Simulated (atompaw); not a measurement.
# copper (Cu): one change to a PAW (atompaw) potential, before and after

copper (Cu), PAW, made with atompaw 4.2.0.5 (PBE, scalar-relativistic). Core [Ne], reference 3s2 3p6 3d10 4s1 4p0. Waves: 3s (bound): rc 1.20 bohr; 4s (bound): rc 1.60 bohr; 3p (bound): rc 1.00 bohr; 4p (bound, empty): rc 1.60 bohr; 3d (bound): rc 1.35 bohr; 3d channel at 1.1 Ry: rc 1.60 bohr; 4f channel at 0.4 Ry: rc 1.60 bohr. Local part: troulliermartins scheme with l = 4 at 0 Ry, radius 1.55 bohr. Core correction: smooth core density matched at 1.40 bohr. Augmentation charge: besselshape compensation charge, radius 1.40 bohr; PAW radius 1.60 bohr; waves and projectors: custom rrkj gramschmidtortho.

Change: augmentation besselshape compensation charge, radius 1.40 bohr; PAW radius 1.60 bohr; waves and projectors: modrrkj vanderbiltortho.

Cutoffs: the cutoffs (Ry, on a coarse ladder) from which the occupation-weighted sum of valence levels, in a spherical-Bessel basis at the reference potential, stays within 10 and 1 mRy of its value at 400 Ry; they do not see the model core or the augmentation charge, which bear on the density cutoff.

Question: What does the change do?

Answer: The potential gets harder (90 Ry and 160 Ry → 100 Ry and 180 Ry); the range in which the p phases agree widens (upper end 2.6 → at the end of the scan); the range in which the f phases agree narrows (upper end 4.9 → 1.9); neither file shows a bound ghost.

```tsv
quantity	base	changed
cutoff, loose	90 Ry	100 Ry
cutoff, tight	160 Ry	180 Ry
loose cutoff by channel (10 mRy a level)	s 35 Ry, p 70 Ry, d 50 Ry	s 30 Ry, p 60 Ry, d 45 Ry
bound ghosts	none	none
s: phases at 1.61 bohr within 0.05 rad from the reference energy up to (Ry; the scan ends near 5)	to the end of the scan	to the end of the scan
p: phases at 1.61 bohr within 0.05 rad from the reference energy up to (Ry; the scan ends near 5)	2.6	to the end of the scan
d: phases at 1.61 bohr within 0.05 rad from the reference energy up to (Ry; the scan ends near 5)	to the end of the scan	n/a
f: phases at 1.61 bohr within 0.05 rad from the reference energy up to (Ry; the scan ends near 5)	4.9	1.9
lowest overlap eigenvalue by channel	s 0.08, p 0.50, d 0.46, f 0.54	s 0.69, p 0.57, d 0.70, f 1.00
```

 The cutoffs see the waves, projectors and local potential, not the compensation charge or the core.
